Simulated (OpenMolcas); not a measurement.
Ag2+ (d9) on a cation site of an ionic host was computed by SS-CASPT2, IPEA 0.25 Eh, sigma2 regulariser 0.3 Eh with the d shell active (OpenMolcas, ANO-RCC-VTZP on the metal). Its lowest spin-free states, and all those of the highest spin:

```tsv
2S+1	Degeneracy	E (cm-1)
2	2	0
2	3	12300
```

**Question.** Is the site octahedral, tetrahedral or cube-like, axial, or of lower symmetry?

**Answer.** The states with 2S+1 = 2 have orbital degeneracies 2, 3. Threefold states need a cubic site. For d9 at this spin an octahedron puts the twofold E below the threefold T2 and a tetrahedron or cube puts the threefold T2 below the twofold E, so the site is octahedral. The first gap at this spin, 12300 cm-1, is |10Dq| in ligand-field theory. The run had Ag2+ with its 6 nearest fluoride ions at 2.215 Å, on the Cd site of idealised cubic KCdF3 (a = 4.302 Å, distance in the model lattice 2.151 Å). The rest of the host is ab initio model potentials to 7.6 Å, with orthogonalisation functions on the cations behind the ligands, and point charges beyond; the distance is set by hand and nothing relaxes. Ligand basis ANO-RCC-VDZP.

Over all roots computed the reference weight is 0.73; a low but even weight reflects the number of correlated electrons. An orbital doublet at a regular site is open to a Jahn-Teller distortion, which this geometry leaves out. Ligand-to-metal charge-transfer states are missing. With one d shell and no ligand orbital active, 10Dq can be off by a tenth or more. Free-ion shares, where given, are those of the reference states; single-state CASPT2 does not remix them. No measured value stands beside these numbers; the geometry was set by hand and not optimised.
